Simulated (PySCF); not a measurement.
Species: C₇H₁₃NSi.
Geometry (PBE0-D3(BJ)/def2-SVP, Å), atoms numbered from 1 in this order:
```xyz
22
C7H13NSi angstrom
C      4.6055    0.9031    0.2447
C      3.2601    0.3543    0.3039
C      2.1375   -0.1090    0.3642
C      0.8052   -0.6367    0.3873
C      0.3297   -1.5090   -0.8263
Si    -0.5612    0.0930   -0.6830
N     -2.2265    0.1458   -0.2457
C     -2.8239    1.3780    0.2068
C     -3.0296   -1.0267   -0.0136
H      4.7949    1.5857    1.0887
H      4.7632    1.4764   -0.6831
H      5.3721    0.1120    0.2793
H      0.4914   -1.0355    1.3618
H     -0.1532   -2.4549   -0.5547
H      1.0744   -1.6401   -1.6190
H     -0.1727    1.2482   -1.5267
H     -2.1967    2.2404   -0.0678
H     -3.8158    1.5292   -0.2581
H     -2.9639    1.4056    1.3058
H     -4.0197   -0.9247   -0.4964
H     -2.5462   -1.9189   -0.4356
H     -3.2079   -1.2145    1.0641
```

Level: PBE0/pcSseg-1 in PySCF, non-relativistic, on one gas-phase PBE0-D3(BJ)/def2-SVP geometry that isn't relaxed in the solvent. The solvent is an IEF-PCM continuum (van der Waals radii × 1.2). The model holds no explicit solvent molecules, cavitation or dispersion.

Gas phase at PBE0/pcSseg-1: HOMO -5.69 eV, LUMO 0.75 eV, dipole 1.75 D.

**Question.** What does the continuum do to the energy, the frontier levels and the dipole at PBE0/pcSseg-1 in tetrahydrofuran and acetonitrile?

**Answer.** 
```json
{"solvent": "tetrahydrofuran", "ε": "7.426", "E(solvent) − E(gas) (kJ/mol)": "-16.00", "polarisation term (kJ/mol)": "-18.04", "distortion of the solute (kJ/mol)": "2.04", "HOMO (eV)": "-5.77", "LUMO (eV)": "0.72", "dipole (D)": "2.17"}
{"solvent": "acetonitrile", "ε": "35.69", "E(solvent) − E(gas) (kJ/mol)": "-19.41", "polarisation term (kJ/mol)": "-22.45", "distortion of the solute (kJ/mol)": "3.04", "HOMO (eV)": "-5.80", "LUMO (eV)": "0.70", "dipole (D)": "2.26"}
```

The polarisation term is half the interaction of the solute with the surface charges that it induces; the rest is the cost of distorting the solute's density. The sum is the electrostatic part of solvation alone. From tetrahydrofuran to acetonitrile the lowering changes by a factor 1.21, Onsager's factor (ε − 1)/(2ε + 1) by 1.18 and ε itself by 4.8.

**Question.** Which radius a makes the point-dipole formula ΔE = −[(ε − 1)/(2ε + 1)]·μ²/a³ give the value in acetonitrile, with the gas-phase dipole?

**Answer.** μ = 0.689 au and |ΔE| = 0.00739 Eh give a = 1.66 Å; the farthest nucleus lies 5.39 Å from the centroid of the nuclei, so such a sphere wouldn't even hold the nuclei. The formula assumes a rigid point dipole at the centre of a sphere.

**Question.** Give the dipole vector in the frame of the coordinates (D, pointing from negative to positive charge), gas and acetonitrile.

**Answer.** Gas (-1.74, 0.22, 0.02), solvent (-2.25, 0.22, 0.04). Its length changes by +29 % and its direction by 2°.

**Question.** Which ESP-fitted charges (PBE0/pcSseg-1) respond most in acetonitrile (means over atoms taken as equivalent)?

**Answer.** 
| atoms | environment | gas (e) | solvent (e) | change |
| --- | --- | --- | --- | --- |
| C3 | alkyne carbon | -0.549 | -0.593 | -0.044 |
| C5 | sp3 carbon bound to silicon | -0.515 | -0.547 | -0.032 |
| Si6 | SiH silicon | +0.169 | +0.194 | +0.025 |
| C2 | alkyne carbon | +0.270 | +0.246 | -0.024 |
| H14 | methylene hydrogen | +0.156 | +0.178 | +0.022 |
| N7 | silicon-bound nitrogen | -0.068 | -0.087 | -0.019 |
| C1 | propargylic carbon | -0.551 | -0.566 | -0.015 |
| H13 | methine hydrogen | +0.094 | +0.109 | +0.015 |

**Question.** How do the nuclear quadrupole coupling constants eQVzz/h respond in acetonitrile?

**Answer.** 
```tsv
nucleus	Q (barn)	gas (MHz)	solvent (MHz)	η gas	η solvent
14N at N7	0.02044	-5.44	-5.31	0.31	0.29
```
